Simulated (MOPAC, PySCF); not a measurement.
[Sc(F)2(OH)], neutral singlet in the gas phase. 

Cartesian coordinates (Å):
```xyz
5

Sc    -0.0387     0.1024     0.0410
F     -0.0531    -1.5228     0.9040
F      1.4424     1.1780     0.2252
O     -1.4667     0.6305    -1.0115
H     -2.2026     0.9193    -1.5716
```
Charge 0, spin multiplicity 1.

All levels are single points at this geometry (BP86-D3(BJ)/def2-SVP); Pople sets use spherical d functions. Orbital energies aren't observables, and empty levels follow the basis.

PM7 in MOPAC gives gap (eV) = 13.11.

**Question.** Estimate the gap (eV) from each of these levels: TPSSh-D3(BJ)/def2-TZVP in PySCF; B3LYP/3-21G in PySCF; B3LYP/6-311+G** (LANL2DZ on Sc) in PySCF; BP86/6-31G* (LANL2DZ on Sc) in PySCF; SVWN5/6-31G* (LANL2DZ on Sc) in PySCF; HF/6-31G* (LANL2DZ on Sc) in PySCF; HF/STO-3G in PySCF; PM6 in MOPAC.

**Answer.** 
| level | gap (eV) |
|---|---|
| TPSSh-D3(BJ)/def2-TZVP in PySCF | 5.82 |
| B3LYP/3-21G in PySCF | 5.83 |
| B3LYP/6-311+G** (LANL2DZ on Sc) in PySCF | 6.24 |
| BP86/6-31G* (LANL2DZ on Sc) in PySCF | 4.43 |
| SVWN5/6-31G* (LANL2DZ on Sc) in PySCF | 4.30 |
| HF/6-31G* (LANL2DZ on Sc) in PySCF | 14.04 |
| HF/STO-3G in PySCF | 14.39 |
| PM6 in MOPAC | 10.72 |
